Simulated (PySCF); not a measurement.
Computed data sheet: `CC(=O)Oc1cccs1`

C₆H₆O₂S.
Structure used (GFN2-xTB), in Å, numbered top down from 1:
```
atom  x, y, z in Å
C1    -3.0501    0.3647    0.4995
C2    -1.7182    0.1131   -0.1528
O3    -1.5386   -0.1242   -1.3143
O4    -0.7423    0.1946    0.7761
C5     0.5799    0.0094    0.4801
C6     1.2279   -0.2725   -0.6807
C7     2.6262   -0.3721   -0.4890
C8     3.0060   -0.1671    0.7948
S9     1.6661    0.1574    1.8279
H10   -3.2162   -0.3727    1.2815
H11   -3.8366    0.3010   -0.2458
H12   -3.0500    1.3505    0.9589
H13    0.7346   -0.4025   -1.6250
H14    3.3138   -0.5886   -1.2862
H15    3.9931   -0.1832    1.2107
```

Some functional groups and rings: ester and aromatic ring with sulfur.

From GFN2-xTB geometry:

```
Point group of the GFN2-xTB geometry                  : Cs
Rotational constants A, B, C of the GFN2-xTB geometry : 3.572, 0.895, 0.719 GHz
```

**PBE0/def2-SVPD ground state and vertical TDDFT (core frozen in the response) (PySCF)**

```
Dipole moment                                                     : 1.31 D
HOMO energy                                                       : -6.69 eV
LUMO energy                                                       : -0.78 eV
HOMO–LUMO gap                                                     : 5.91 eV
Lowest singlet excitation                                         : 5.17 eV (240 nm, f = 0.245)
Strongest line among the 6 lowest singlet transitions             : S1 at 5.17 eV (240 nm, f = 0.245)
Lowest triplet excitation (Tamm–Dancoff)                          : 3.58 eV
Static isotropic polarisability                                   : 94.3 au
Electronic spatial extent ⟨r²⟩ about the centre of nuclear charge : 1519 bohr²
```

**PBE0/pcSseg-1 ground state and GIAO shieldings, non-relativistic (PySCF)**

```
Lowest Hirshfeld atomic charge                              : -0.23 e on O3
Highest Hirshfeld atomic charge                             : +0.23 e on C2
13C chemical shifts (computed TMS as zero) by class         : 171.9 (C2), 165.0 (C5), 130.1 (C7), 121.5 (C8), 118.1 (C6), 24.3 (C1) ppm
1H chemical shifts (computed TMS as zero) by class          : 8.06 (H13), 6.97 (H14), 6.61 (H15), 2.26 (H10/H11/H12) ppm
Isotropic shieldings of nuclei other than C and H, by class : -128 (O3), 100 (O4), 303 (S9) ppm
Mayer bond orders between heavy atoms                       : C1–C2 1.02, C2–O3 1.99, C2–O4 1.01, O4–C5 0.94, C5–C6 1.56, C6–C7 1.23, C7–C8 1.60, C8–S9 1.14, S9–C5 1.15
```

Monoisotopic mass (most abundant isotopes): 142.0089 u.

In atomic units the dipole is 0.52 e·bohr (1 au = 2.5417 D). The vertical singlet–triplet gap S1 − T1 is 1.59 eV (TDDFT singlet less Tamm–Dancoff triplet; S1: HOMO→LUMO, weight 0.96; T1: HOMO→LUMO, weight 0.84). The 6 singlets span 5.17 to 6.17 eV, and their oscillator strengths add up to 0.31. The polarisability is 13.98 Å³ as a volume (1 au = 0.148185 Å³), or 1.27 au for each of the 74 electrons. The rotational constants make it an asymmetric top with κ = (2B − A − C)/(A − C) = -0.88, nearer the prolate limit (−1). The principal polarisabilities are 60.3, 98.9 and 123.7 au; their mean is the isotropic value. The largest Löwdin shares of the HOMO are 0.26 on C8, 0.21 on C5, 0.14 on C7 and 0.13 on C6. A dipole of 1.31 D is allowed in Cs, and pure rotational transitions are dipole-allowed.

Geometry: GFN2-xTB, one conformer, isolated molecule. NMR classes are plain means over equivalent atoms (diastereotopic ones count apart unless rotation or inversion swaps them), as if these changed places fast; in this geometry the members of some classes differ.
